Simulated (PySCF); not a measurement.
Two species compared at the same levels of theory.

First species: C₅H₁₀S.
SMILES: `C(CC)SC=C`

Second species: C8H6FN3.
Numbering: `[F:1][c:2]1[cH:3][cH:4][c:5](-[n:6]2[n:7][cH:8][cH:9][n:10]2)[cH:11][cH:12]1` (hydrogens: H13 on C3; H14 on C4; H15 on C8; H16 on C9; H17 on C11; H18 on C12)

Levels: PBE0/pcSseg-1 for dipole moment, HOMO energy, LUMO energy and HOMO–LUMO gap; GFN2-xTB for rotational constant A and rotational constant C. Geometries: GFN2-xTB. Each structure is a single optimised conformer of the isolated species, non-relativistic unless stated. Electronic properties by PySCF.

The conformers computed, where there is a choice (atom-mapped SMILES and torsion angles):
- `[CH2:1]=[CH:2][S:3][CH2:4][CH2:5][CH3:6]`: C1–C2–S3–C4 2°, C2–S3–C4–C5 78°, S3–C4–C5–C6 67°
- `[F:1][c:2]1[cH:3][cH:4][c:5](-[n:6]2[n:7][cH:8][cH:9][n:10]2)[cH:11][cH:12]1`: C4–C5–N6–N7 180°

Values for the first species:

| Quantity | Value |
| --- | --- |
| Dipole moment | 1.33 D |
| HOMO energy | -6.22 eV |
| LUMO energy | 0.28 eV |
| HOMO–LUMO gap | 6.50 eV |
| Rotational constant A | 4.545 GHz |
| Rotational constant C | 1.553 GHz |

**Question.** Estimate the same properties for the second species, and the change in each.

**Answer.** 
```json
{"property": "dipole moment", "first": "1.33 D", "second": "1.72 D", "second less first": "+0.39 D"}
{"property": "HOMO energy", "first": "-6.22 eV", "second": "-6.84 eV", "second less first": "-0.62 eV"}
{"property": "LUMO energy", "first": "0.28 eV", "second": "-1.27 eV", "second less first": "-1.55 eV"}
{"property": "HOMO–LUMO gap", "first": "6.50 eV", "second": "5.57 eV", "second less first": "-0.93 eV"}
{"property": "rotational constant A", "first": "4.545 GHz", "second": "3.640 GHz", "second less first": "-0.905 GHz"}
{"property": "rotational constant C", "first": "1.553 GHz", "second": "0.447 GHz", "second less first": "-1.106 GHz"}
```

On the first: The dipole equals about 4.4 × 10⁻³⁰ C·m (1 D = 3.33564 × 10⁻³⁰ C·m).

On the second: Point group C2v permits a dipole; with 1.72 D the species has a pure rotational spectrum. In atomic units the dipole is 0.68 e·bohr (1 au = 2.5417 D).
